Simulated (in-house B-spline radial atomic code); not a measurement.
Settings and results of a run for Yb3+ (an excited or competing configuration). Level of theory: Dirac-Hartree-Fock, average of configuration, Fermi nucleus of rms radius 5.3108 fm; calculated with an all-electron radial atomic-structure program (B-spline basis).

Command:
```bash
python run_scf.py task.json out
```
Settings (nuclear radius in fm, mass in u):
```
Z                70
configuration    [Xe] 4f12 7g1
hamiltonian      dirac
method           hf
spin_polarised   False
nucleus          fermi
rms_radius       5.3108
atomic_mass      173.93887
speed_of_light   137.035999084
```

Output (hartree, bohr):
```
 radial grid: 81 intervals, B-splines of order 8, outer radius 60 bohr

 iter        energy (Eh)    residual
    1      -14062.539466    6.18e-01
    2      -14063.183408    2.66e-01
    3      -14064.887344    2.05e-02
    4      -14064.890762    1.07e-02
    5      -14064.891578    7.53e-04
    6      -14064.891593    5.64e-04
    7      -14064.891599    2.04e-04
    8      -14064.891600    2.83e-05
    9      -14064.891600    1.63e-06
   10      -14064.891600    2.39e-07

 total energy                    -14064.89160
 kinetic                           15618.9067
 electron-nucleus                 -34806.0436
 electron-electron                  5122.2453

 first-order corrections (not in the total)
   Gaunt                            15.8292
   retardation                      -1.6732
   frequency dependence             -0.2508
   self-energy                      11.3357
   Uehling                          -2.0023
   Wichmann-Kroll                    0.0730
   recoil                            0.0279

 orbital      occ     eigenvalue          <r>       <r^2>       <1/r>     <1/r^3>       r_max    small
 1s1/2      2.000     -2269.6220    0.0196597  0.00052987     80.6114           -     0.01237  6.90e-02
 2s1/2      2.000      -390.9287    0.0826909  0.00814274     19.4799           -     0.07071  1.55e-02
 2p1/2      2.000      -372.0848    0.0688079  0.00587495     19.4075           -     0.05303  1.55e-02
 2p3/2      4.000      -333.5229    0.0762666  0.00708225     16.6791     13437.3     0.05942  1.42e-02
 3s1/2      2.000       -91.8095     0.215686   0.0533221     7.15483           -      0.1993  5.06e-03
 3p1/2      2.000       -83.5184      0.20585    0.049352     7.05684           -      0.1874  4.98e-03
 3p3/2      4.000       -75.1944     0.219669   0.0560038     6.36129     3001.87      0.2005  4.61e-03
 3d3/2      4.000       -61.2790     0.193502    0.044015     6.23072     507.893      0.1582  4.47e-03
 3d5/2      6.000       -59.4809     0.197792   0.0458572     6.06227     440.775      0.1619  4.36e-03
 4s1/2      2.000       -20.7460     0.487352    0.268113       2.973           -      0.4554  1.61e-03
 4p1/2      2.000       -17.3379     0.495725    0.279679     2.86112           -      0.4574  1.52e-03
 4p3/2      4.000       -15.4255     0.525787    0.314435     2.63356     676.442      0.4845  1.39e-03
 4d3/2      4.000        -9.7924     0.551323    0.352601     2.40841     98.4074      0.4862  1.20e-03
 4d5/2      6.000        -9.4356     0.562338    0.366655     2.34992      83.862      0.4953  1.17e-03
 5s1/2      2.000        -4.1842       1.1807     1.56256     1.12346           -       1.062  3.31e-04
 5p1/2      2.000        -3.0899      1.29278     1.88344     1.01529           -       1.143  2.77e-04
 5p3/2      4.000        -2.8100      1.37839     2.13891    0.939336     91.6955       1.218  2.45e-04
 4f5/2      5.143        -2.5536     0.677189    0.575428     1.87427     14.1354      0.4775  7.85e-04
 4f7/2      6.857        -2.4954     0.686991    0.592924     1.84909     13.5338      0.4829  7.69e-04
 7g7/2      0.444        -0.1635      15.8322      283.49    0.082117  0.00216884       17.59  4.40e-06
 7g9/2      0.556        -0.1635      15.8306      283.44    0.082134  0.00217174       17.59  4.40e-06
```

Time taken, with all properties: 2.1 s on 1 thread of Arm Neoverse V1, with other jobs on the host.

For the Dirac Hamiltonian the kinetic term is c α·p + (β - 1)c².
